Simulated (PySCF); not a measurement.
CH5F2NOSi, SMILES C(N)[Si](F)(F)O. Atoms are numbered in the order given.

```xyz
11

N     -1.9513    -1.1482     0.6897
C     -0.6040    -1.3844     0.1768
Si     0.3573     0.1737    -0.1192
O      0.4529     1.0048     1.2913
F      1.8328    -0.0759    -0.7289
F     -0.3928     1.0950    -1.2199
H     -1.9102    -0.6074     1.5519
H     -2.4915    -0.5918     0.0295
H     -0.6608    -1.9684    -0.7574
H     -0.0496    -2.0297     0.8796
H      0.8091     1.8980     1.2845
```

Coordinates come from a PBE0-D3(BJ)/def2-SVP optimisation. The structure was generated by enumeration, and PubChem lists no compound with its InChIKey, so it may never have been made. The values are those of a single conformer.

The numbers are results of PBE/pcSseg-1 (PySCF), not measurements.

GIAO shieldings, no solvent; atoms listed in one row are averaged. δ = σ(ref) − σ: ¹⁵N against NH3 (σ = 267.0 ppm); ¹³C against TMS (σ = 182.0 ppm); ²⁹Si against TMS (σ = 335.4 ppm); ¹⁷O against H2O (σ = 334.3 ppm); ¹⁹F against CFCl3 (σ = 133.6 ppm); ¹H against TMS (σ = 31.49 ppm), references at their B3LYP-D3(BJ)/def2-TZVP geometries, non-relativistic.

Computed chemical shifts:
```tsv
nucleus	atoms	count	δ (ppm)
¹⁵N	N1	1	21.7
¹³C	C2	1	29.8
²⁹Si	Si3	1	-45.8
¹⁷O	O4	1	56.8
¹⁹F	F5	1	-169.2
¹⁹F	F6	1	-179.2
¹H	H9, H10	2	2.67
¹H	H11	1	2.24
¹H	H7, H8	2	0.15
```
